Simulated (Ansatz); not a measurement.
Relaxation of CH5ClOSi (9 atoms, charge 0, multiplicity 1), to a largest force component of 0.015 eV/Å in at most 40 steps.

Level of theory: Ansatz, RHF/cc-pVDZ.

```xyz
9
Properties=species:S:1:pos:R:3
C -0.650 0.873 -0.387
Si -0.006 -0.640 0.297
O 1.355 -0.414 1.160
Cl 0.656 -1.850 -1.238
H -1.579 0.712 -1.032
H -1.001 1.622 0.396
H 0.059 1.440 -1.021
H -0.957 -1.353 1.109
H 2.212 -0.436 0.698
```

Q: Where does it end, and by what steps?

A: The forces met the threshold. After 10 steps the energy has fallen by 0.311 eV; H9 moved furthest, 0.27 Å.

| step | energy less start (eV) | largest force component (eV/Å) | accepted |
| --- | --- | --- | --- |
| 0 | 0.0000 | 3.305 | yes |
| 1 | -0.2635 | 1.292 | yes |
| 2 | -0.3027 | 0.323 | yes |
| 3 | -0.3065 | 0.057 | yes |
| 4 | -0.3072 | 0.031 | yes |
| 5 | -0.3078 | 0.197 | yes |
| 6 | -0.3091 | 0.178 | yes |
| 7 | -0.3105 | 0.033 | yes |
| 8 | -0.3107 | 0.017 | yes |
| 9 | -0.3107 | 0.019 | yes |
| 10 | -0.3107 | 0.002 | yes |

```xyz
9
Properties=species:S:1:pos:R:3
C -0.654 0.914 -0.413
Si 0.019 -0.687 0.276
O 1.373 -0.474 1.209
Cl 0.504 -1.922 -1.349
H -1.551 0.728 -1.009
H -0.915 1.592 0.405
H 0.083 1.408 -1.051
H -0.947 -1.414 1.115
H 2.177 -0.190 0.801
```

Whether the end is a true minimum wasn't checked by a vibrational analysis.

The run took 29 s on 1 thread of Arm Neoverse V1, with other jobs on the host, peak memory 0.17 GiB.
